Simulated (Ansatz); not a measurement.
The cluster Ca4. Total charge 0; triplet. Geometry r2SCAN/def2-TZVP; atoms count from 1.

```csv
atom,x (Å),y (Å),z (Å)
Ca1,-1.3285,1.8220,0.0554
Ca2,0.9264,-0.1229,2.0529
Ca3,1.7378,-0.0096,-1.4379
Ca4,-1.3357,-1.6895,-0.6704
```

At PBE0/def2-TZVP a singlet of charge 0 lies 0.68 eV below the triplet, each at its own geometry. The structure comes from a short search, and lower isomers may exist.

(1) Estimate the Mulliken populations from the PBE0/def2-TZVP orbitals of Ansatz.

(2) Where does the spin sit?

(3) And the Mayer bond orders between bonded heavy atoms (over 0.3)?

Results:

(1) 
```tsv
atom	charge (e)	spin (α − β)
Ca1	0.00	0.50
Ca2	0.00	0.50
Ca3	0.00	0.50
Ca4	0.00	0.50
```
Mulliken values and Mayer orders depend strongly on the basis.

(2) Summed by element: Ca 2.00, of 2 unpaired in all. Largest on single atoms: Ca1 0.50, Ca3 0.50, Ca2 0.50.

(3) Ca1–Ca2 0.74 (3.59 Å); Ca1–Ca3 0.53 (3.87 Å); Ca1–Ca4 0.74 (3.59 Å); Ca2–Ca3 0.74 (3.59 Å); Ca2–Ca4 0.53 (3.87 Å); Ca3–Ca4 0.74 (3.59 Å).
